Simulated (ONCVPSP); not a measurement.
**Zr: one change to an ONCV potential, before and after**

```
Element                 : zirconium
Generator               : ONCVPSP 4.0.1
Type                    : optimised norm-conserving Vanderbilt (ONCV)
Functional              : PBEsol
Relativity              : scalar-relativistic
Frozen core             : [Ar] 3d10
Valence charge          : 12
Reference configuration : 4s2 4p6 4d2 5s2
Partial waves           : 4s+5s: rc 2.25 bohr, ncon 5, nbas 9, qcut 5.8 1/bohr, 3 projectors, debl 2.7 Ha; 4p: rc 1.25 bohr, ncon 4, nbas 8, qcut 6.9 1/bohr, 2 projectors, debl 0.8 Ha; 4d: rc 3.05 bohr, ncon 5, nbas 10, qcut 5.7 1/bohr, 2 projectors, debl 2.7 Ha
Local potential         : polynomial inside 0.90 bohr (lpopt 5, dvloc0 0 Ha)
Core correction         : none
```

In the p channel the program set the typed energies aside and used -1.192, 0.250 Ha.

Change: d: qcut 7.3.

Cutoffs: the cutoffs (Ha) at which the residual kinetic energy of the hardest occupied pseudo-wave falls to 1 and 0.1 mHa per electron; they do not see the model core or the augmentation charge, which bear on the density cutoff. Errors are all-electron minus pseudo energies relative to the spin-unpolarised reference configuration.

Predict the effect on cutoff, ghosts and configuration errors.

The potential gets neither clearly harder nor softer (24 Ha and 104 Ha → 24 Ha and 104 Ha); of the 4 tests that both files solve, the error grows in 0 and shrinks in 2 by more than 15 % and 0.3 meV (median size 5.9 → 4.2 meV); the range in which the d phases agree widens (upper end 3.4 → at the end of the scan); neither file shows a bound ghost.

```csv
quantity,base,changed
"cutoff, loose",24 Ha,24 Ha
"cutoff, tight",104 Ha,104 Ha
loose cutoff by channel,"s 11 Ha, p 24 Ha, d 10 Ha","s 11 Ha, p 24 Ha, d 11 Ha"
bound ghosts,none,none
GHOST(+) flags under 300 eV,"s at 103.7 eV, p at 228.5 eV","s at 103.7 eV, p at 228.5 eV"
"error for 4s2 4p6 4d2 5s1, meV [ΔE 7.17 eV]",-1.3,-1.4
"error for 4s2 4p6 4d2 5s0, meV [ΔE 20.08 eV]",-6.6,-6.1
"error for 4s2 4p6 4d1 5s0, meV [ΔE 42.67 eV]",+16,+11
"error for 4s2 4p6 4d3 5s1, meV [ΔE 1.21 eV]",+5.2,+2.3
s: phases at 2.28 bohr within 0.05 rad from the reference energy up to (Ha; the scan ends near 5),to the end of the scan,to the end of the scan
p: phases at 1.27 bohr within 0.05 rad from the reference energy up to (Ha; the scan ends near 5),to the end of the scan,to the end of the scan
d: phases at 3.09 bohr within 0.05 rad from the reference energy up to (Ha; the scan ends near 5),3.4,to the end of the scan
```
